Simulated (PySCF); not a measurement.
Deuteron quadrupole couplings in `CS/C(=C/F)[C@@H](C)CO`

Compound: C₆H₁₁FOS.
Cartesian coordinates in Å at the GFN2-xTB level; atoms count from 1:
```
atom  x, y, z in Å
C1     3.110    0.628    0.107
S2     1.492    1.359   -0.254
C3     0.404   -0.017   -0.420
C4     0.848   -1.263   -0.519
F5     0.010   -2.319   -0.609
C6    -1.048    0.393   -0.389
C7    -1.826   -0.117   -1.601
C8    -1.688   -0.093    0.925
O9    -0.997    0.352    2.064
H10    3.758    1.461    0.362
H11    3.017   -0.045    0.954
H12    3.498    0.114   -0.767
H13    1.877   -1.582   -0.539
H14   -1.072    1.491   -0.394
H15   -1.838   -1.202   -1.624
H16   -2.852    0.239   -1.557
H17   -1.371    0.248   -2.518
H18   -2.737    0.236    0.952
H19   -1.666   -1.183    0.972
H20   -0.924    1.313    2.030
```

Level: PBE0/pcSseg-1 (PySCF, non-relativistic); Q(2H) = 0.00286 b; rigid geometry, the same for H and D, with no vibrational averaging.

Task: Rank these positions by the coupling χzz of a deuteron there, largest first.
A. H10 (methyl hydrogen)
B. H19 (methylene hydrogen)
C. H18 (methylene hydrogen)
D. H13 (vinylic hydrogen)
E. H20 (hydroxyl hydrogen)

Result: E (311 kHz), D (220 kHz), A (212 kHz), B (197 kHz), C (191 kHz).

Task: Tabulate Vzz, the asymmetry η and χzz = 234.96 MHz × Q × Vzz for every hydrogen position.

Result: 
```
atom  bonded to  bond length (Å)  Vzz (au)     η  χzz (kHz)
 H10         C1            1.086    0.3157  0.05        212
 H11         C1            1.086    0.3126  0.02        210
 H12         C1            1.086    0.3140  0.02        211
 H13         C4            1.077    0.3269  0.14        220
 H14         C6            1.098    0.2857  0.04        192
 H15         C7            1.086    0.3128  0.02        210
 H16         C7            1.087    0.3157  0.03        212
 H17         C7            1.087    0.3146  0.02        211
 H18         C8            1.100    0.2846  0.06        191
 H19         C8            1.092    0.2934  0.05        197
 H20         O9            0.965    0.4630  0.15        311
```

Task: Average by the element that carries the hydrogen.

Result: on C: 207 kHz over 10 positions, mean bond length 1.088 Å; on O: 311 kHz over 1 position, mean bond length 0.965 Å.

Task: How does χzz go with the bond length over the 10 C–H bonds?

Result: A straight-line fit has a slope of -14.0 kHz for each 0.01 Å, with a correlation coefficient of -0.96, over lengths from 1.077 to 1.100 Å. The longer bonds have the smaller couplings here.

Task: Give the 2H NMR doublet splittings at H15 for a magnetic field along the z, y and x axes of the gradient: 3χ/2, 3χ(1 + η)/4, 3χ(1 − η)/4.

Result: With |χ| = 210.2 kHz and η = 0.021: 315, 161 and 154 kHz, to first order and without motion.

The structure is a single GFN2-xTB conformer in the gas phase; no vibrational or solvent corrections. GFN2-xTB bond lengths can be off by several hundredths of an ångström, more for odd bonds, and the gradients follow them. These gradients aren't converged with respect to the basis.
